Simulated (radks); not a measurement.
Q: All-electron atom: P2+ in [Ne] 3s2 3p1. Method: non-relativistic Kohn-Sham, r2SCAN, spin-unpolarised, spherical densities, point nucleus; meta-GGA in the generalised Kohn-Sham scheme; computed with a radial shooting solver on a logarithmic mesh with Libxc functionals. Some entries of the table are withheld. Estimate them.

orbital  occ.  eigenvalue (eV)  <r^2> (bohr^2)  <1/r> (bohr^-1)
1s          2        -2114.361         0.01454              (1)
2s          2              (2)          0.3206            2.822
2p          6              (3)          0.2933            2.711
3s          2              (4)           3.550           0.7708
3p          1         -24.1783           4.483           0.6781
3d          0              (5)             (6)           0.4744

A: 
(1) 1s <1/r> (bohr^-1): 14.56
(2) 2s eigenvalue (eV): -201.0773
(3) 2p eigenvalue (eV): -150.5874
(4) 3s eigenvalue (eV): -34.2702
(5) 3d eigenvalue (eV): -10.8762
(6) 3d <r^2> (bohr^2): 8.205
